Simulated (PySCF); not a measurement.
Computed with PBE-D3(BJ)/def2-TZVP in PySCF 2.14.0. Gas-phase values, no solvent. Excitations are Tamm–Dancoff values on a coarser integration grid. The basis has no diffuse functions, so Rydberg states are missing or too high.

Reference species (SMILES): `[Br][Ga]([Br])[Br]` (neutral, multiplicity 1).

| Quantity | Value |
|---|---|
| HOMO | -7.41 eV |
| S1 excitation (TDA) | 4.31 eV |

Changed species: `[Br][GaH][Br]` (1 of 3 Br replaced by H; the reference has 0 of 3 Br replaced by H).

Question: Predict the effect on the HOMO and S1 excitation (TDA).

Answer: the HOMO increases by 0.18 eV, to -7.23 eV; the S1 excitation (TDA) increases by 0.30 eV, to 4.61 eV.
